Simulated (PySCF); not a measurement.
# How methods differ on the ionisation energy of Yb²⁷⁺

Yb²⁷⁺ [Kr] 4d7 (4F) → Yb²⁸⁺ [Kr] 4d6 (5D), as a difference of total energies. Computed with PySCF 2.14 in an uncontracted even-tempered set (19 s from 1.9 bohr⁻², ratio 2.5; 14 p from 2.5 bohr⁻², ratio 2.5; 9 d from 2.5 bohr⁻², ratio 2.5; 4 f from 13 bohr⁻², ratio 2.7; 3 g from 20 bohr⁻², ratio 2.7), with the spin-free X2C one-electron Hamiltonian (Gaussian nucleus). Correlated levels: outer shells: [Ar] 3d10 frozen; virtual orbitals above 40 to 60 times the deepest correlated orbital energy dropped. The calculations carry no spin-orbit coupling.

```json
{"method": "UHF", "ionisation energy (eV)": "1021.1"}
{"method": "MP2 (outer shells)", "ionisation energy (eV)": "1021.5"}
{"method": "SCS-MP2 (outer shells)", "ionisation energy (eV)": "1021.6"}
{"method": "CCSD (outer shells)", "ionisation energy (eV)": "1021.5"}
{"method": "CCSD(T) (outer shells)", "ionisation energy (eV)": "1021.5"}
```

Spin-orbit coupling is strong in these open shells (close to jj coupling). The scalar numbers leave it out and a first-order estimate fails, so it can dominate the gap to the real levels.

Breit and QED terms and the two-electron picture change are absent.

For comparison: 1019 ± 4 eV (theoretical estimate listed by NIST; NIST Atomic Spectra Database, ionization energies).
